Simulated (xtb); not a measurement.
GaF, SMILES [Ga][F] (connectivity only; charge and spin as stated), neutral, multiplicity 1. All values are semi-empirical tight-binding results from xtb (GFN2-xTB unless named), good for trends rather than for accurate numbers. Coordinates come from a GFN2-xTB optimisation.

For metal compounds this method's bond lengths and energies can be far off.

```yaml
point_group_as_xtb_finds_it: C∞v
orbital_gap: 6.43 eV
```
